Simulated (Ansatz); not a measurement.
F2H4N2Si2, SMILES `F[Si@H]1N[Si@@H](F)N1` at its PBE0-D4/def2-TZVP geometry, where that method's forces vanish. Total charge 0; spin multiplicity 1.

| atom | x (Å) | y (Å) | z (Å) |
| --- | --- | --- | --- |
| F1 | -1.819 | 0.721 | 1.606 |
| Si2 | -0.343 | 0.348 | 1.143 |
| N3 | 0.202 | 1.133 | -0.284 |
| Si4 | 0.392 | -0.352 | -1.126 |
| F5 | -0.515 | -0.523 | -2.423 |
| N6 | -0.189 | -1.134 | 0.289 |
| H7 | 0.469 | 0.515 | 2.363 |
| H8 | 0.376 | 2.089 | -0.523 |
| H9 | 1.748 | -0.703 | -1.586 |
| H10 | -0.321 | -2.094 | 0.542 |

For each bond, give half the difference of the two atoms' forces along it (eV/Å; positive pushes the atoms apart) under PBE-D4, r2SCAN-D4, B3LYP-D4, ωB97M-V in def2-TZVPP. (Estimate.)

Computed: 
```tsv
bond	length (Å)	PBE-D4	r2SCAN-D4	B3LYP-D4	ωB97M-V
F1–Si2	1.592	0.46	0.04	0.14	0.11
Si2–N3	1.717	0.09	0.05	0.12	0.10
Si2–N6	1.718	0.09	0.05	0.12	0.10
Si2–H7	1.475	-0.07	-0.06	-0.21	-0.23
N3–Si4	1.717	0.09	0.05	0.12	0.10
N3–H8	1.001	0.08	-0.02	-0.06	-0.06
Si4–F5	1.592	0.46	0.04	0.14	0.11
Si4–N6	1.718	0.09	0.05	0.12	0.10
Si4–H9	1.475	-0.07	-0.06	-0.21	-0.23
N6–H10	1.001	0.08	-0.02	-0.06	-0.06
```

B3LYP here is the variant with VWN-RPA as its local correlation; programs differ in this.
